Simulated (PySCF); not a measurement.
SMILES CC(C)=C=C(C)Br, C$_{6}$H$_{9}$Br

Geometry:
```
atom   x (Å)   y (Å)   z (Å)
  C1  -2.197  -1.774  -1.431
  C2  -1.482  -1.325  -0.187
  C3  -2.235  -1.445   1.109
  C4  -0.258  -0.843  -0.232
  C5   0.955  -0.364  -0.277
  C6   2.238  -1.122  -0.163
 Br7   1.186   1.530  -0.517
  H8  -3.135  -1.207  -1.557
  H9  -2.475  -2.839  -1.353
 H10  -1.582  -1.637  -2.330
 H11  -2.544  -2.489   1.280
 H12  -1.633  -1.111   1.964
 H13  -3.156  -0.839   1.071
 H14   2.849  -0.990  -1.070
 H15   2.831  -0.756   0.690
 H16   2.033  -2.192  -0.023
```

Theory: quadratic response CAM-B3LYP/aug-cc-pVDZ first hyperpolarisability, Taylor convention, gas phase (PySCF 2.14.0). Geometry: PBE0-D3(BJ)/def2-SVP.

The calculation is non-relativistic, which matters for the atoms heavier than Zn.

(1) Give the tensor of the second harmonic β(−2ω;ω,ω) at 1064 nm in the axes of these coordinates.

Answers

(1) In au, Taylor convention; rows are the first index (the induced dipole):
|  | xx | yy | zz | xy | xz | yz |
| --- | --- | --- | --- | --- | --- | --- |
| x | -27.9 | -44.8 | -34.3 | -58.9 | +7.8 | +1.3 |
| y | -57.4 | -89.2 | -28.9 | -40.3 | +0.8 | +3.9 |
| z | +7.6 | +3.9 | +9.8 | +0.7 | -33.5 | -28.2 |

Norm of βᵢ = ⅓ Σⱼ (βᵢⱼⱼ + βⱼᵢⱼ + βⱼⱼᵢ): 205.3 au, hyper-Rayleigh value 78.3 au.
